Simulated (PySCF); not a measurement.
From one molecule to another.

First species: C4H2ClFN2.
SMILES with atom numbers: `[F:1][c:2]1[n:3][cH:4][cH:5][n:6][c:7]1[Cl:8]` (hydrogens: H9 on C4; H10 on C5)

Geometry (GFN2-xTB, Å), atoms numbered from 1 in this order:
```
atom  x, y, z in Å
F1     2.135    1.466    0.179
C2     1.024    0.742    0.091
N3    -0.112    1.378    0.224
C4    -1.231    0.666    0.139
C5    -1.189   -0.700   -0.084
N6    -0.034   -1.340   -0.219
C7     1.079   -0.643   -0.136
Cl8    2.566   -1.472   -0.310
H9    -2.152    1.218    0.253
H10   -2.077   -1.310   -0.159
```

Second species: C₆H₉NO.
SMILES: `C1C[C@@H](NC(=O)C)C=1`

Levels: PBE0/def2-SVPD for dipole moment, HOMO energy, LUMO energy, HOMO–LUMO gap, static isotropic polarisability and electronic spatial extent ⟨r²⟩ about the centre of nuclear charge; TDDFT PBE0/def2-SVPD for lowest singlet excitation; TDA PBE0/def2-SVPD for lowest triplet excitation (Tamm–Dancoff); GFN2-xTB for rotational constant A and rotational constant C. Geometries: GFN2-xTB. All species are isolated and taken at one optimised geometry, non-relativistic unless stated. Electronic properties by PySCF.

The conformers computed, where there is a choice (atom-mapped SMILES and torsion angles):
- `[CH3:1][C:2](=[O:3])[NH:4][C@H:5]1[CH:6]=[CH:7][CH2:8]1`: C1–C2–N4–C5 180°, C2–N4–C5–C6 135°

Values for the first species:

```
Dipole moment                                                     : 2.38 D
HOMO energy                                                       : -8.03 eV
LUMO energy                                                       : -2.14 eV
HOMO–LUMO gap                                                     : 5.89 eV
Lowest singlet excitation                                         : 4.54 eV
Lowest triplet excitation (Tamm–Dancoff)                          : 3.78 eV
Static isotropic polarisability                                   : 73.3 au
Electronic spatial extent ⟨r²⟩ about the centre of nuclear charge : 983 bohr²
Rotational constant A                                             : 2.994 GHz
Rotational constant C                                             : 1.065 GHz
```

Task: Estimate the same properties for the second species, and the change in each.

Result: 
```json
{"property": "dipole moment", "first": "2.38 D", "second": "3.81 D", "second less first": "+1.43 D"}
{"property": "HOMO energy", "first": "-8.03 eV", "second": "-7.14 eV", "second less first": "+0.89 eV"}
{"property": "LUMO energy", "first": "-2.14 eV", "second": "-0.06 eV", "second less first": "+2.08 eV"}
{"property": "HOMO–LUMO gap", "first": "5.89 eV", "second": "7.08 eV", "second less first": "+1.19 eV"}
{"property": "lowest singlet excitation", "first": "4.54 eV", "second": "5.76 eV", "second less first": "+1.22 eV"}
{"property": "lowest triplet excitation (Tamm–Dancoff)", "first": "3.78 eV", "second": "4.30 eV", "second less first": "+0.52 eV"}
{"property": "static isotropic polarisability", "first": "73.3 au", "second": "80.5 au", "second less first": "+7.2 au"}
{"property": "electronic spatial extent ⟨r²⟩ about the centre of nuclear charge", "first": "983 bohr²", "second": "1152 bohr²", "second less first": "+169 bohr²"}
{"property": "rotational constant A", "first": "2.994 GHz", "second": "5.521 GHz", "second less first": "+2.527 GHz"}
{"property": "rotational constant C", "first": "1.065 GHz", "second": "1.072 GHz", "second less first": "+0.007 GHz"}
```

On the first: The vertical singlet–triplet gap S1 − T1 is 0.76 eV (TDDFT singlet less Tamm–Dancoff triplet; S1: HOMO−1→LUMO, weight 0.99; T1: HOMO→LUMO, weight 0.94). The polarisability is 10.87 Å³ as a volume (1 au = 0.148185 Å³), or 1.11 au for each of the 66 electrons.

On the second: The polarisability is 11.92 Å³ as a volume (1 au = 0.148185 Å³), or 1.34 au for each of the 60 electrons. The vertical singlet–triplet gap S1 − T1 is 1.46 eV (TDDFT singlet less Tamm–Dancoff triplet).
